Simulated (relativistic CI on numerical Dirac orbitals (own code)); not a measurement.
Method of calculation: Dirac-Coulomb-Breit CI, separate exchange-only KLI orbitals for each configuration, model QED, unscaled Slater integrals (own radial code, finite nucleus).

The strongest absorption lines from the ground level of an ion, among the configurations computed and to levels below about 321 eV (vacuum wavelength in nm, gf): 8.1355 (0.34), 8.3218 (0.18), 8.5183 (0.46), 8.5386 (0.34), 8.7169 (1.2), 8.7643 (0.75), 9.2993 (0.16), 13.132 (0.11).

(1) Which ion is it?
A. Y XXV
B. Nb XXIX
C. Nb XXV
D. Nb XXVII

Results:

(1) D. Nb XXVII has 15 electrons and the ground level 3s2 3p3 4S°_3/2; the strongest line goes to 3s2 3p2 3d 4P_5/2. The pattern of lines fixes the number of electrons, and along that sequence the line energies rise steadily with the charge (about as its square where n changes within one kind of shell, about linearly where n is kept but much faster in heavy ions where fine structure, which grows about as Z⁴, sets the gap, and irregularly where shells cross), which fixes Z. Configurations outside the model, such as inner-shell arrays, can give stronger lines. At this charge energies of transitions that change n are usually good to better than 1 %, and those within a shell (Δn = 0) to a few per cent.

LS names give the leading component of a level, which can be under half, so a name can repeat, a term be missing and a line seem to break the LS rules.
